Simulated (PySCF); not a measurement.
Si(Cl)(Et)2(Vi), SMILES C=C[Si](Cl)(CC)CC (C6H13ClSi) (GFN2-xTB optimised geometry):

```
21

C     -1.875    -2.519     2.195
C     -0.732    -2.726     1.559
Si    -0.177    -1.811     0.000
Cl     1.866    -1.811     0.000
C     -0.778     0.004     0.000
C     -0.333     0.784     1.234
C     -0.781    -2.744    -1.558
C     -0.314    -2.117    -2.869
H     -2.150    -3.067     3.083
H     -2.590    -1.787     1.857
H     -0.057    -3.475     1.955
H     -1.866     0.030    -0.064
H     -0.404     0.515    -0.889
H     -0.718     0.322     2.140
H      0.752     0.806     1.301
H     -0.692     1.811     1.192
H     -1.870    -2.796    -1.554
H     -0.425    -3.775    -1.515
H     -0.651    -2.708    -3.718
H     -0.710    -1.110    -2.977
H      0.771    -2.062    -2.900
```

Calculation: PBE0/def2-SVP run with PySCF.

### Question
What are the frontier orbital energies and the dipole moment?

### Answer
HOMO-2 -8.26 eV, HOMO-1 -8.11 eV, HOMO -7.66 eV, LUMO -0.32 eV, LUMO+1 1.53 eV; dipole moment 1.83 D.

On the same geometry PBE/def2-SVP run with PySCF gives HOMO-2 -6.98 eV, HOMO-1 -6.75 eV, HOMO -6.41 eV, LUMO -1.29 eV, LUMO+1 0.66 eV; dipole moment 1.69 D.

Meta-Löwdin charges at PBE0/def2-SVP: C1 -0.20, C2 -0.33, Si3 0.88, Cl4 -0.30, C5 -0.41, C6 -0.29, C7 -0.41, C8 -0.29, H9 0.11, H10 0.10, H11 0.11, H12 0.10, H13 0.11, H14 0.10, H15 0.10, H16 0.10, H17 0.11, H18 0.11, H19 0.10, H20 0.09, H21 0.10.
